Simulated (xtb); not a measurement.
n-butyl acetate (C₆H₁₂O₂), singlet, geometry from GFN2-xTB; GFN0-xTB with ALPB(dmso) (xtb).

Input for xtb:
```
$ xtb mol.xyz --gfn 0 --alpb dmso --json

# file mol.xyz
20

C     -3.89440677     0.59454652    -0.33914431
C     -2.68001968    -0.31588928    -0.20491072
C     -1.38482384     0.48734588    -0.11951388
C     -0.17218977    -0.42092200     0.01524335
O      1.00033746     0.39177182     0.08275542
C      2.16802990    -0.25184192     0.17766581
C      3.31561892     0.72248799     0.23727749
O      2.26799694    -1.44948390     0.20894184
H     -3.81830555     1.20228703    -1.23782775
H     -4.80696323     0.00670346    -0.39843415
H     -3.96943663     1.25962206     0.51805895
H     -2.78316202    -0.93130463     0.69123698
H     -2.63196905    -0.98823606    -1.06403610
H     -1.41976689     1.15834622     0.74057834
H     -1.26798427     1.09989802    -1.01525903
H     -0.23298041    -1.03303909     0.92249391
H     -0.08587689    -1.09870449    -0.84185072
H      3.18703026     1.38072010     1.09268432
H      3.31828247     1.33210993    -0.66271262
H      4.25120428     0.17893113     0.32178314
```

It wrote (shortened):

```
   ID    Z sym.   atoms
    1    6 C      1-4, 6, 7
    2    8 O      5, 8
    3    1 H      9-20

           -------------------------------------------------
          |                Calculation Setup                |
           -------------------------------------------------

           -------------------------------------------------
          |                 G F N 0 - x T B                 |
           -------------------------------------------------

      * Solvation model:               ALPB
        Solvent                        dmso
        Parameter file                 internal GFN-FF/ALPB
        Dielectric constant                4.6680E+01
        Reference state                gsolv [1 M gas/solution]
        Free energy shift                  6.8283E-03 Eh       4.2848E+00 kcal/mol
        Temperature                        2.9815E+02 K
        Density                            1.1000E+00 kg/L
        Solvent mass                       7.8130E+01 g/mol
        Interaction kernel             P16
        Born radius scaling (c1)           2.0404E+00
        Born radii integrator          GBOBC
        Born offset                        0.0000E+00 a0       0.0000E+00 AA
        H-bond correction              true
        Ion screening                  false
        Surface tension                    1.0000E-05 Eh       1.5569E+01 dyn/cm
        Grid points                               230 per atom

          ...................................................
          :                      SETUP                      :
          :.................................................:
          :  # basis functions                  56          :
          :  # atomic orbitals                  56          :
          :  # shells                           40          :
          :  # electrons                        48          :
          :  electronic temp.          300.0000000     K    :
          :  accuracy                    1.0000000          :
          :  -> integral cutoff          0.2500000E+02      :
          :  -> integral neglect         0.1000000E-07      :
          ...................................................

         :::::::::::::::::::::::::::::::::::::::::::::::::::::
         ::                     SUMMARY                     ::
         :::::::::::::::::::::::::::::::::::::::::::::::::::::
         :: total energy             -25.939285486856 Eh    ::
         :: total w/o Gsasa/hb       -25.927579649018 Eh    ::
         :: gradient norm              0.034147255709 Eh/a0 ::
         :: HOMO-LUMO gap              4.654327788285 eV    ::
         ::.................................................::
         :: H0 energy                -26.125492540512 Eh    ::
         :: repulsion energy           0.333229303114 Eh    ::
         :: electrostat energy        -0.103975677290 Eh    ::
         :: -> Gsolv                   0.000000000000 Eh    ::
         ::    -> Gsasa               -0.018534103045 Eh    ::
         ::    -> Gshift               0.006828265207 Eh    ::
         :: dispersion energy         -0.005616783482 Eh    ::
         :: short-range corr.         -0.037429788687 Eh    ::
         :: add. restraining           0.000000000000 Eh    ::
         :: total charge               0.000000000000 e     ::
         :::::::::::::::::::::::::::::::::::::::::::::::::::::

           -------------------------------------------------
          |                Property Printout                |
           -------------------------------------------------

    * Orbital Energies and Occupations

         #    Occupation            Energy/Eh            Energy/eV
      -------------------------------------------------------------
         1        2.0000           -0.6902557             -18.7828
       ...           ...                  ...                  ...
        12        2.0000           -0.5379836             -14.6393
[...]
        35                         -0.0857432              -2.3332
       ...                                ...                  ...
        56                          0.4415957              12.0164
      -------------------------------------------------------------
                  HL-Gap            0.1710434 Eh            4.6543 eV
             Fermi-level            0.0000000 Eh            0.0000 eV

     #   Z          covCN         q      C6AA      α(0)
     1   6 C        3.752    -0.516    36.423     8.709
     2   6 C        3.802    -0.110    25.285     7.247
     3   6 C        3.802    -0.234    28.171     7.649
     4   6 C        3.704     0.094    21.436     6.696
     5   8 O        1.704    -0.462    21.892     6.330
     6   6 C        2.716     0.687    17.236     6.774
     7   6 C        3.753    -0.680    42.521     9.410
     8   8 O        0.856    -0.678    28.021     7.103
     9   1 H        0.925     0.187     1.164     1.687
    10   1 H        0.925     0.189     1.156     1.681
    11   1 H        0.925     0.187     1.164     1.687
    12   1 H        0.924     0.103     1.759     2.074
    13   1 H        0.924     0.103     1.758     2.074
    14   1 H        0.924     0.138     1.479     1.902
    15   1 H        0.924     0.138     1.478     1.901
    16   1 H        0.924     0.083     1.944     2.180
    17   1 H        0.924     0.085     1.930     2.172
    18   1 H        0.925     0.224     0.985     1.552
    19   1 H        0.925     0.224     0.986     1.553
    20   1 H        0.925     0.238     0.925     1.504

 Mol. C6AA /au·bohr⁶  :       3088.280031
 Mol. C8AA /au·bohr⁸  :      69417.857163
 Mol. α(0) /au        :         81.886657

Wiberg/Mayer (AO) data.
largest (>0.10) Wiberg bond orders for each atom

 ---------------------------------------------------------------------------
     #   Z sym  total        # sym  WBO       # sym  WBO       # sym  WBO
 ---------------------------------------------------------------------------
     1   6 C    3.978 --     2 C    1.024    10 H    0.983     9 H    0.982
                            11 H    0.982
     2   6 C    3.988 --     1 C    1.024     3 C    1.010    12 H    0.978
                            13 H    0.978
     3   6 C    3.988 --     4 C    1.015     2 C    1.010    14 H    0.974
                            15 H    0.974
     4   6 C    3.956 --     3 C    1.015    16 H    0.971    17 H    0.971
                             5 O    0.960
     5   8 O    2.440 --     6 C    1.209     4 C    0.960     8 O    0.194
     6   6 C    3.881 --     8 O    1.671     5 O    1.209     7 C    0.975
     7   6 C    3.977 --    20 H    0.979     6 C    0.975    18 H    0.968
                            19 H    0.967
     8   8 O    1.966 --     6 C    1.671     5 O    0.194
     9   1 H    0.981 --     1 C    0.982
    10   1 H    0.982 --     1 C    0.983
    11   1 H    0.981 --     1 C    0.982
    12   1 H    0.982 --     2 C    0.978
    13   1 H    0.982 --     2 C    0.978
    14   1 H    0.984 --     3 C    0.974
    15   1 H    0.984 --     3 C    0.974
    16   1 H    0.994 --     4 C    0.971
    17   1 H    0.994 --     4 C    0.971
    18   1 H    0.987 --     7 C    0.968
    19   1 H    0.987 --     7 C    0.967
    20   1 H    0.987 --     7 C    0.979
 ---------------------------------------------------------------------------

Topologies differ in total number of bonds
Writing topology from bond orders to xtbtopo.mol

 dipole moment from electron density (au)
     X       Y       Z
  -0.5618   1.1353  -0.0647  total (Debye):    3.224

           -------------------------------------------------
          | TOTAL ENERGY              -25.939285486856 Eh   |
          | GRADIENT NORM               0.034147255709 Eh/α |
          | HOMO-LUMO GAP               4.654327788285 eV   |
           -------------------------------------------------

normal termination of xtb
```
